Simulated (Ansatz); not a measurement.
Species: sum formula GeOCl$_{2}$, net charge -1, doublet state. SMILES of the parent species: [O]=[Ge]([Cl])[Cl]
Structure (B3LYP-D3(BJ)/def2-TZVP (Ansatz, a quantum-chemistry and plane-wave program) minimum search):
```
Ge
O 1 1.6869
Cl 1 2.3296 2 113.53
Cl 1 2.3296 2 113.53 3 -113.44
```
Charge -1, spin multiplicity 2.

Parts of the frozen-core correlation energy in 6-31G (Ansatz, hartree). Frozen orbitals: 25; correlated occupied orbitals by spin: 13 and 12; virtual: 26 and 27. UHF or UKS for open shells. No spin-orbit coupling. No relativistic terms.

| term | value |
|---|---|
| reference (HF) | -3068.92242 |
| MP2 opposite-spin | [?] |
| MP2 same-spin | [?] |
| CCSD correlation | -0.27552 |
| (T) | [?] |
| T1 diagnostic | 0.051 |
| largest doubles amplitude | 0.048 |
| <S^2> of the reference | 0.812 |

Question: Some entries are withheld; supply them.

Answer: 
- MP2 opposite-spin, value: -0.17845
- MP2 same-spin, value: -0.06576
- (T), value: -0.00786
